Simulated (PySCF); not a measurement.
These are PBE-D3(BJ)/def2-TZVP // B3LYP-D3(BJ)/def2-TZVP run with PySCF 2.14.0 values and carry that method's errors. Isolated molecules, 0 K electronic values unless said otherwise. Excitations are Tamm–Dancoff values on a coarser integration grid. The basis has no diffuse functions, so Rydberg states are missing or too high.

Reference species (SMILES): `[Br][Ga]([Br])[Br]` (neutral, multiplicity 1).

```json
{
  "HOMO": "-7.41 eV",
  "HOMO–LUMO gap": "4.17 eV",
  "S1 excitation (TDA)": "4.33 eV"
}
```

After one change: the HOMO increases by 0.44 eV; the HOMO–LUMO gap falls by 0.10 eV; the S1 excitation (TDA) falls by 0.14 eV.

### Question
Which change was made? The new species is one of these.
(A) `[SiH3][Ga]([SiH3])[SiH3]`
(B) `[SiH3][Ga]([Br])[Br]`
(C) `[SiH3][Ga]([SiH3])[Br]`

### Answer
B, `[SiH3][Ga]([Br])[Br]`
